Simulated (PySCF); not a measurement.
C3H5BO2, SMILES C1(=C)OCB1O.

Geometry optimised at PBE-D3(BJ)/def2-SVP. The structure was generated by enumeration, and PubChem lists no compound with its InChIKey, so it may never have been made. Other conformers were not sampled.

These are PySCF with PBE-D3(BJ)/def2-SVP values and carry that method's errors.

Harmonic, unscaled wavenumbers; measured fundamentals usually lie a few per cent lower.

Estimate the vibrational spectrum. (The exact figures need the calculation; the answer reports its results.)


```json
[
 {"mode": "1", "ν (cm⁻¹)": "133", "IR (km/mol)": "6.8", "moving atoms (share of kinetic energy)": "O 46 %, C 27 %, H 24 %"},
 {"mode": "2", "ν (cm⁻¹)": "236", "IR (km/mol)": "2.6", "moving atoms (share of kinetic energy)": "O 37 %, C 36 %, H 25 %"},
 {"mode": "3", "ν (cm⁻¹)": "243", "IR (km/mol)": "3.4", "moving atoms (share of kinetic energy)": "C 33 %, H 31 %, B 27 %, O 8 %"},
 {"mode": "4", "ν (cm⁻¹)": "424", "IR (km/mol)": "4.7", "moving atoms (share of kinetic energy)": "C 37 %, H 33 %, O 18 %, B 13 %"},
 {"mode": "5", "ν (cm⁻¹)": "468", "IR (km/mol)": "31.0", "moving atoms (share of kinetic energy)": "H 57 %, C 21 %, B 15 %"},
 {"mode": "6", "ν (cm⁻¹)": "582", "IR (km/mol)": "1.6", "moving atoms (share of kinetic energy)": "O 58 %, C 26 %, B 10 %"},
 {"mode": "7", "ν (cm⁻¹)": "599", "IR (km/mol)": "59.6", "moving atoms (share of kinetic energy)": "H 76 %, C 15 %"},
 {"mode": "8", "ν (cm⁻¹)": "692", "IR (km/mol)": "1.1", "moving atoms (share of kinetic energy)": "H 85 %, C 10 %"},
 {"mode": "9", "ν (cm⁻¹)": "725", "IR (km/mol)": "2.0", "moving atoms (share of kinetic energy)": "C 58 %, H 24 %, O 14 %"},
 {"mode": "10", "ν (cm⁻¹)": "808", "IR (km/mol)": "49.2", "moving atoms (share of kinetic energy)": "H 69 %, C 31 %"},
 {"mode": "11", "ν (cm⁻¹)": "837", "IR (km/mol)": "18.4", "moving atoms (share of kinetic energy)": "H 40 %, B 32 %, C 25 %"},
 {"mode": "12", "ν (cm⁻¹)": "840", "IR (km/mol)": "76.5", "moving atoms (share of kinetic energy)": "H 44 %, O 22 %, B 19 %, C 15 %"},
 {"mode": "13", "ν (cm⁻¹)": "877", "IR (km/mol)": "27.6", "moving atoms (share of kinetic energy)": "H 44 %, C 27 %, O 23 %"},
 {"mode": "14", "ν (cm⁻¹)": "956", "IR (km/mol)": "127.3", "moving atoms (share of kinetic energy)": "O 48 %, C 46 %"},
 {"mode": "15", "ν (cm⁻¹)": "1072", "IR (km/mol)": "37.6", "moving atoms (share of kinetic energy)": "H 57 %, B 16 %, C 16 %, O 11 %"},
 {"mode": "16", "ν (cm⁻¹)": "1117", "IR (km/mol)": "1.3", "moving atoms (share of kinetic energy)": "H 89 %"},
 {"mode": "17", "ν (cm⁻¹)": "1186", "IR (km/mol)": "170.3", "moving atoms (share of kinetic energy)": "H 39 %, C 36 %, B 22 %"},
 {"mode": "18", "ν (cm⁻¹)": "1219", "IR (km/mol)": "75.8", "moving atoms (share of kinetic energy)": "C 40 %, H 38 %, O 19 %"},
 {"mode": "19", "ν (cm⁻¹)": "1335", "IR (km/mol)": "9.1", "moving atoms (share of kinetic energy)": "H 83 %, C 13 %"},
 {"mode": "20", "ν (cm⁻¹)": "1392", "IR (km/mol)": "7.0", "moving atoms (share of kinetic energy)": "H 90 %, C 8 %"},
 {"mode": "21", "ν (cm⁻¹)": "1487", "IR (km/mol)": "283.4", "moving atoms (share of kinetic energy)": "B 66 %, O 18 %, C 9 %"},
 {"mode": "22", "ν (cm⁻¹)": "1679", "IR (km/mol)": "59.6", "moving atoms (share of kinetic energy)": "C 88 %"},
 {"mode": "23", "ν (cm⁻¹)": "2965", "IR (km/mol)": "31.0", "moving atoms (share of kinetic energy)": "H 95 %"},
 {"mode": "24", "ν (cm⁻¹)": "3018", "IR (km/mol)": "18.4", "moving atoms (share of kinetic energy)": "H 90 %, C 10 %"},
 {"mode": "25", "ν (cm⁻¹)": "3089", "IR (km/mol)": "1.4", "moving atoms (share of kinetic energy)": "H 95 %"},
 {"mode": "26", "ν (cm⁻¹)": "3198", "IR (km/mol)": "1.1", "moving atoms (share of kinetic energy)": "H 89 %, C 11 %"},
 {"mode": "27", "ν (cm⁻¹)": "3728", "IR (km/mol)": "85.9", "moving atoms (share of kinetic energy)": "H 94 %"}
]
```
